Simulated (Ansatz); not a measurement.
Isolated molecules relaxed with PBE0-D4/def2-TZVP in Ansatz; ΔE leaves out vibrations. CBS: MP2 limit from def2 TZ/QZ plus the TZ coupled-cluster correction, frozen cores. This one scheme is used for every species. DFT in def2-TZVPP. B3LYP here is the variant with VWN-RPA as its local correlation; programs differ in this. def2 core potentials past Kr. For Te outer-core shells are correlated without core-valence functions, which leaves a few kJ/mol of doubt a bond. One conformer a species, not always the lowest.

Consider the substitution at a C–B bond: `BCO[SiH3]` + H₂Te → `[SiH3]OC[TeH]` + BH₃.

CCSD(T)/CBS gives +35.4 kJ/mol.

**Question.** Another level gave +48.8 kJ/mol. Which?
A. HF/def2-TZVPP
B. B3LYP/def2-TZVPP
C. MP2/def2-TZVPP
D. CCSD(T)/def2-TZVPP

**Answer.** B. B3LYP 48.8, CCSD(T)/def2-TZVPP 40.2, MP2/def2-TZVPP 33.5, HF/def2-TZVPP 53.5 kJ/mol.

Largest T1 diagnostic among the species: 0.012.

In def2-TZVPP, CCSD(T) changes the Hartree–Fock value by −13.3 kJ/mol (the triples alone add −4.2 kJ/mol) and MP2 by −20.0 kJ/mol. The D4 term adds −9.0 kJ/mol with B3LYP and −4.7 kJ/mol with PBE0; it sums over pairs of atoms, weighted by their polarisabilities, and B3LYP, whose exchange is more repulsive, gets the larger term.
